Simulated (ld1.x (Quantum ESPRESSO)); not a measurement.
## Before and after: TM potential for boron

```json
{
 "Element": "boron (B)",
 "Generator": "ld1.x (Quantum ESPRESSO) 7.5",
 "Type": "norm-conserving Troullier–Martins (Kleinman–Bylander form)",
 "Functional": "LDA (PZ)",
 "Relativity": "scalar-relativistic",
 "Frozen core": "[He]",
 "Valence charge": "3",
 "Reference configuration": "2s2 2p1",
 "Partial waves": "2s (bound): rc 1.40 bohr; 2p (bound): rc 3.45 bohr; 3d channel at 0.35 Ry: rc 2.60 bohr",
 "Local potential": "all-electron potential smoothed inside 1.75 bohr (lloc = -1)",
 "Core correction": "none"
}
```

Change: all radii scaled by about 0.86 (s 1.20, p 2.98, d 2.24 bohr); local potential all-electron potential smoothed inside 1.52 bohr (lloc = -1).

Cutoffs: the cutoffs (Ry, on a coarse ladder) from which the occupation-weighted sum of valence levels, in a spherical-Bessel basis at the reference potential, stays within 10 and 1 mRy of its value at 400 Ry; they do not see the model core or the augmentation charge, which bear on the density cutoff. Errors are all-electron minus pseudo energies relative to the spin-unpolarised reference configuration.

Problem. How do hardness, ghosts and transferability respond?

Solution. The potential gets neither clearly harder nor softer (21 Ry and 50 Ry → 21 Ry and 55 Ry); the s channel sets the loose cutoff, while the largest relative change is in p, which becomes harder; of the 9 tests that both files solve, the error grows in 1 and shrinks in 8 by more than 15 % and 0.3 meV (median size 57.1 → 31.1 meV); neither file shows a bound ghost.

```csv
quantity,base,changed
"cutoff, loose",21 Ry,21 Ry
"cutoff, tight",50 Ry,55 Ry
loose cutoff by channel (10 mRy a level),"s 18 Ry, p 10 Ry","s 18 Ry, p 12 Ry"
bound ghosts,none,none
"error for 2s2 2p0, meV [ΔE 8.33 eV]",+141,+84
"error for 2s1 2p0, meV [ΔE 33.63 eV]",+454,+303
"error for 2s2 2p0.5, meV [ΔE 2.94 eV]",+21,+12
"error for 2s1 2p1, meV [ΔE 14.28 eV]",-57,-31
"error for 2s0 2p3, meV [ΔE 11.40 eV]",-78,-33
"error for 2s1 2p2, meV [ΔE 5.69 eV]",-21,-9.1
"error for 2s2 2p1.3, meV [ΔE -0.77 eV]",+2.1,+1.1
"error for 2s2 2p1 (spin-polarised), meV [ΔE -0.23 eV]",+9.5,+15
"error for 2s1 2p0 (spin-polarised), meV [ΔE 32.90 eV]",+541,+391
```
